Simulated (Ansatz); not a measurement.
Species: CH2BCl2O (charge 0, doublet). It need not be the lowest isomer of its formula. 
Geometry from a B3LYP-D3(BJ)/def2-TZVP (Ansatz, an electronic-structure program) optimisation:
SMILES: O([CH2])B(Cl)Cl
```xyz
7

B      0.0440    -0.1428     0.0315
Cl     0.3084     1.5664    -0.3128
Cl     1.4105    -1.2070     0.3091
O     -1.1924    -0.6794     0.0920
C     -2.3776    -0.0485    -0.0881
H     -3.2464    -0.6760     0.0064
H     -2.3897     1.0068    -0.3079
```
Charge 0, spin multiplicity 2.

Computed values are from Ansatz. Cores are frozen in the correlated levels unless marked. Open shells are spin-unrestricted. Spin-orbit coupling is left out. No relativistic terms. Basis-set limits of correlation are two-point, X^-3; Hartree-Fock from the larger set. [CCSD(T)-MP2]/basis is that difference in the basis named.

What is the dipole moment at CCSD(T)/aug-cc-pV(D+d)Z?

1.65 D.

What is the total energy at RI-MP2/CBS(cc-pV(T+d)Z,cc-pV(Q+d)Z)+[CCSD(T)-MP2]/cc-pV(T+d)Z?

-1058.8271 Eh.

What is the atomisation energy De at RI-MP2/CBS(cc-pV(T+d)Z,cc-pV(Q+d)Z)+[CCSD(T)-MP2]/cc-pV(T+d)Z?

636.7 kcal/mol.

What is the T1 diagnostic at CCSD/cc-pV(T+d)Z?

0.015.
